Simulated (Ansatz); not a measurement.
Isolated molecules relaxed with PBE0-D4/def2-TZVP in Ansatz; ΔE leaves out vibrations. CCSD(T)/CBS is the MP2 limit (def2-TZVPP, def2-QZVPP) plus CCSD(T) − MP2 in def2-TZVPP, frozen cores. This one scheme is used for every species. Functionals use def2-TZVPP. HSE06 is defined as in plane-wave codes. No spin–orbit coupling; open shells (•) take unrestricted orbitals.

Consider the homolysis of the O–Si bond: `C#CO[SiH3]` → `C#C[O]`• + `[SiH3]`•.

Q: What is ΔE at CCSD(T)/CBS? (Estimate.)

A: Computed: +352.9 kJ/mol.

Q: What do these levels give: revPBE-D4, PBE0-D4, CAM-B3LYP-D4, ωB97X-V, r2SCAN, HSE06, RPA@PBE/def2-TZVPP, HF/def2-SVP, CCSD/def2-SVP, MP2/def2-TZVPP, CCSD/def2-TZVPP, CCSD/CBS(def2)? (An estimate is asked.)

A: The calculation gave: revPBE-D4 280.3, PBE0-D4 311.0, CAM-B3LYP-D4 330.4, ωB97X-V 336.3, r2SCAN 288.1, HSE06 305.7, RPA@PBE/def2-TZVPP 306.2, HF/def2-SVP 252.6, CCSD/def2-SVP 308.7, MP2/def2-TZVPP 366.7, CCSD/def2-TZVPP 334.5, CCSD/CBS(def2) 351.5 kJ/mol.

Largest T1 diagnostic among the species: 0.023.

The D4 term adds +9.7 kJ/mol with B3LYP and +5.3 kJ/mol with PBE0; it sums over pairs of atoms, weighted by their polarisabilities, and B3LYP, whose exchange is more repulsive, gets the larger term. Leaving LDA and LC-ωPBE aside and taking each functional with its dispersion term where it has one, the values, not all of them listed here, spread over 60.5 kJ/mol, from revPBE-D4 to ωB97M-V. LDA lies +69.4 kJ/mol from PBE without D4, its usual overbinding. From r2SCAN to r2SCAN0 (25 % exact exchange), in def2-TZVPP and without D4, ΔE moves by +13.8 kJ/mol.

B3LYP here is the variant with VWN-RPA as its local correlation; programs differ in this.
